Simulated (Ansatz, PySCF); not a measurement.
Reaction (SMILES): [C-]#[N+]CC → [C-]#[N+]C[CH2] + H atom (the C-H bond at the site shown breaks; other sites are not compared here)
Each molecule is optimised on its own at B3LYP-D3(BJ)/def2-TZVP (Ansatz, an electronic-structure program), one conformer each, not searched for the lowest.

Wanted: bond dissociation energy (0 K, with B3LYP-D3(BJ) harmonic zero-point energies from PySCF), in eV. Correlated levels leave the core frozen unless marked. Open shells are spin-unrestricted. No spin-orbit coupling. No relativistic terms. Basis-set limits of correlation are two-point, X^-3; Hartree-Fock from the larger set. [CCSD(T)-MP2]/basis is that difference in the basis named.

| level | program | bond dissociation energy (eV) |
|---|---|---|
| HF/aug-cc-pVDZ | Ansatz | 3.23 |
| revPBE/def2-TZVPD | Ansatz | 4.13 |
| r2SCAN-D4/def2-TZVPD | Ansatz + dftd4 | 4.15 |
| PBE0/STO-3G | Ansatz | 5.56 |
| PBE0-D4/def2-TZVPD | Ansatz + dftd4 | 4.22 |
| r2SCAN0/def2-TZVPD | Ansatz | 4.14 |
| LC-wPBE-D4/def2-TZVPD | Ansatz + dftd4 | 4.21 |
| B2GP-PLYP/def2-TZVPD | Ansatz | 4.29 |
| B2PLYP/def2-TZVPD | Ansatz | 4.28 |
| MP2/STO-3G | Ansatz | 4.98 |
| CCSD/6-31G* | Ansatz | 4.04 |
| CCSD/aug-cc-pVTZ | Ansatz | 4.32 |
| CCSD(T)/6-31G* | Ansatz | 4.07 |
| CCSD(T)/cc-pwCVTZ | Ansatz | 4.36 |
| RI-MP2/CBS(aug-cc-pVTZ,aug-cc-pVQZ)+[CCSD(T)-MP2]/aug-cc-pVTZ | Ansatz | 4.42 |
